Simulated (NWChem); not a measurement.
All runs are NWChem calculations. System: CCl$_{2}$, charge 0, spin multiplicity 1, at a geometry optimised with PBE0/def2-SVP. The structure started from a generated list of species. Level: CR-CCSD(T)/STO-3G, 11 core orbitals frozen.

The NWChem input:

```
start mol
memory heap 100 mb stack 700 mb global 1900 mb
geometry units angstroms nocenter noautoz
  Cl     1.402247     0.000000     0.149120
  C      0.000000     0.000000    -0.845015
  Cl    -1.402247     0.000000     0.149120
  symmetry group C2v
end
basis spherical
  * library sto-3g
end
scf
  rhf
  nopen 0
  maxiter 100
  thresh 1e-7
  semidirect memsize 60000000 filesize 0
end
tce
  freeze core 11
  cr-ccsd(t)
  2eorb
  2emet 13
  thresh 1e-6
  maxiter 100
  tilesize 24
end
task tce energy
```

NWChem printed:

```
             Northwest Computational Chemistry Package (NWChem) 7.3.0
             --------------------------------------------------------

                                NWChem Input Module
                                -------------------

 Scaling coordinates for geometry "geometry" by  1.889725989
 (inverse scale =  0.529177249)

 Turning off AUTOSYM since
 SYMMETRY directive was detected!

                             Geometry "geometry" -> ""
                             -------------------------

 Output coordinates in angstroms (scale by  1.889725989 to convert to a.u.)

  No.       Tag          Charge          X              Y              Z
 ---- ---------------- ---------- -------------- -------------- --------------
    1 Cl                  17.0000     1.40224700     0.00000000     0.14912000
    2 C                    6.0000     0.00000000     0.00000000    -0.84501500
    3 Cl                  17.0000    -1.40224700     0.00000000     0.14912000

 Effective nuclear repulsion energy (a.u.)     117.3343488477

            Nuclear Dipole moment (a.u.)
            ----------------------------
        X                 Y               Z
 ---------------- ---------------- ----------------
     0.0000000000     0.0000000000    -0.0000188973

      Symmetry information
      --------------------

 Group name             C2v
 Group number             16
 Group order               4
 No. of unique centers     2

      Symmetry unique atoms

     1    2


 Summary of "ao basis" -> "" (spherical)
 ------------------------------------------------------------------------------
       Tag                 Description            Shells   Functions and Types
 ---------------- ------------------------------  ------  ---------------------
 *                           sto-3g                   on all atoms

 Summary of "ao basis" -> "ao basis" (spherical)
 ------------------------------------------------------------------------------
       Tag                 Description            Shells   Functions and Types
 ---------------- ------------------------------  ------  ---------------------
[...]
         Beta frozen cores :    11
     Alpha frozen virtuals :     0
      Beta frozen virtuals :     0
         Spin multiplicity : singlet
    Number of AO functions :    23
       Number of AO shells :    13
        Use of symmetry is : on
      Symmetry adaption is : on
         Schwarz screening : 0.10D-09

          Correlation Information
          -----------------------
          Calculation type : Coupled-cluster singles & doubles w/ perturbation
   Perturbative correction : Completely renormalized (T)
            Max iterations :      100
        Residual threshold : 0.10D-05
     T(0) DIIS level shift : 0.00D+00
     L(0) DIIS level shift : 0.00D+00
     T(1) DIIS level shift : 0.00D+00
     L(1) DIIS level shift : 0.00D+00
     T(R) DIIS level shift : 0.00D+00
     T(I) DIIS level shift : 0.00D+00
   CC-T/L Amplitude update :  5-th order DIIS
                I/O scheme : Global Array Library
        L-threshold :  0.10D-05
        EOM-threshold :  0.10D-05
 no EOMCCSD initial starts read in
 TCE RESTART OPTIONS
 SLICE:      F
 D4D5:       F
 quantumc:   F
 qrotation:  F
 pwtce:      F
 qducc:      F
 nacto:                         0
 nrotv:                         0
 nrot:                          0

            Memory Information
            ------------------
          Available GA space size is     249036271 doubles
          Available MA space size is     104856284 doubles

 Maximum block size supplied by input
 Maximum block size        24 doubles

 tile_dim =      4

 -------------------------------------------------

 Global array virtual files algorithm will be used

 Parallel file system coherency ......... OK

 4-electron integrals stored in orbital form

 v2    file size   =             1457
 4-index algorithm nr.  13 is used
 imaxsize =       30
 imaxsize ichop =        0


CCSD iterations
 ---------------------------------------------------------
 Iter          Residuum       Correlation     Cpu    Wall
 ---------------------------------------------------------
    1   0.0812769641496  -0.0647645826336     0.1     0.1
    2   0.0337106734399  -0.0768068932320     0.1     0.1
    3   0.0175468099399  -0.0809215177605     0.1     0.1
    4   0.0104666858223  -0.0828025495801     0.1     0.1
    5   0.0068235887048  -0.0837127835937     0.1     0.1
    6   0.0013222453897  -0.0849530180214     0.1     0.1
    7   0.0006577104697  -0.0849747733842     0.1     0.1
    8   0.0004009711683  -0.0849644817637     0.1     0.1
    9   0.0002701719919  -0.0849664974105     0.1     0.1
   10   0.0001852022612  -0.0849657631542     0.1     0.1
   11   0.0000367079695  -0.0849659559461     0.1     0.1
   12   0.0000175022232  -0.0849707859941     0.1     0.1
   13   0.0000108817182  -0.0849718010643     0.1     0.1
   14   0.0000071646016  -0.0849727480795     0.1     0.1
   15   0.0000049015723  -0.0849731465923     0.1     0.1
   16   0.0000011984005  -0.0849738811589     0.1     0.1
   17   0.0000006346160  -0.0849739255286     0.1     0.1
 -----------------------------------------------------------------
 Iterations converged
 CCSD correlation energy / hartree =        -0.084973925528553
 CCSD total energy / hartree       =      -946.508264206305398

 Singles contributions

 Doubles contributions
    21b2  (alpha)    21b2  (beta ) ---    20a1  (alpha)    20a1  (beta )       -0.1146199006
 CR-CCSD(T)

 CR-CCSD[T]  correction energy / hartree =        -0.004484002257958
 CR-CCSD[T] correlation energy / hartree =        -0.089457927786512
 CR-CCSD[T] total energy / hartree       =      -946.512748208563380
 CR-CCSD(T)  correction energy / hartree =        -0.003668257003584
 CR-CCSD(T) correlation energy / hartree =        -0.088642182532137
 CR-CCSD(T) total energy / hartree       =      -946.511932463308995

 Task  times  cpu:        2.2s     wall:        2.2s

 Total times  cpu:        2.2s     wall:        2.2s
```
